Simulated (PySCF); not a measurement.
Radial density of Pb⁺ (lead, charge +1)

TPSSh, [Xe] 4f14 5d10 6s1 6p1 6d1, one real determinant (an excited configuration). Calculation: PySCF 2.14, in aug-cc-pwCVDZ-PP with ECP60MDF (6s5p4d1f, 48 functions); a scalar-relativistic core potential. This is the valence pseudo-density: the core potential removes the inner electrons and smooths the orbitals near the nucleus.

```
r (bohr)  4πr²ρ (e/bohr)  4πr²(ρα − ρβ)
  0.0440       1.933e-05         0.0000
  0.0740       8.587e-05         0.0000
   0.124       0.0006222         0.0000
   0.209        0.008790         0.0002
   0.352          0.3006         0.0093
   0.592           8.117         0.1872
   0.996           20.20        -0.0277
    1.68           6.162         0.8215
    2.82           1.151         0.8893
    4.74          0.3221         0.3208
    7.98         0.03108         0.0311
    13.4       1.188e-05         0.0000
```

⟨L²⟩ = 8.01 against 12 for a pure F term, so this real determinant mixes terms. Energies and moments cover only the electrons outside the core potential. Spin-orbit coupling, absent here, splits the open shell strongly. The outer electron is Rydberg-like, and this basis confines it to a smaller radius and binds it less than a complete one would.

Q: Where is the radial spin density 4πr²(ρα − ρβ) most negative, and why is it negative at all?

A: Around r = 0.996 bohr, down to -0.0277 e/bohr: exchange with the open shell polarises the paired shells in an unrestricted calculation.
